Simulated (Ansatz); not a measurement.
Compare A (`FC1=CC(F)C1(F)F`) with its isomer B (`FC1=C(F)[C@@H](F)[C@@H]1F`).

Gas-phase electronic energies from Ansatz, PBE0-D4/def2-TZVP geometries. CCSD(T)/CBS adds triple-zeta CCSD(T) − MP2 to the extrapolated MP2 energy (def2 sets, frozen cores). DFT in def2-TZVPP. B3LYP here is the variant with VWN-RPA as its local correlation; programs differ in this.

Q: Which isomer does CCSD(T)/CBS put lower? Give the gap. (An estimate is asked.)

A: Computed: A, by 8.2 kcal/mol.

Q: Give E(B) − E(A) in kcal/mol with B3LYP, PBE0-D4, CCSD(T)/def2-SVP, LDA (SPW92), BLYP-D4, B2PLYP, PBE-D4. (Estimate.)

A: Ansatz gave: B3LYP 6.7, PBE0-D4 6.8, CCSD(T)/def2-SVP 9.5, LDA (SPW92) 6.8, BLYP-D4 6.4, B2PLYP 7.4, PBE-D4 6.1. None reverses the order clearly.

Q: Does the order hold for the free energy at 298.15 K (harmonic terms from PBE0-D4)? (An estimate is asked.)

A: Computed: Yes: G(B) − G(A) = +8.7 kcal/mol.

Largest T1 diagnostic: 0.012.

From BLYP to BHLYP (50 % exact exchange), in def2-TZVPP and without D4, E(B) − E(A) moves by +1.7 kcal/mol. Leaving LDA and LC-ωPBE aside and taking each functional with its dispersion term where it has one, the values, not all of them listed here, spread over 2.2 kcal/mol, from revPBE-D4 to ωB97M-V. LDA lies +0.8 kcal/mol from PBE without D4.
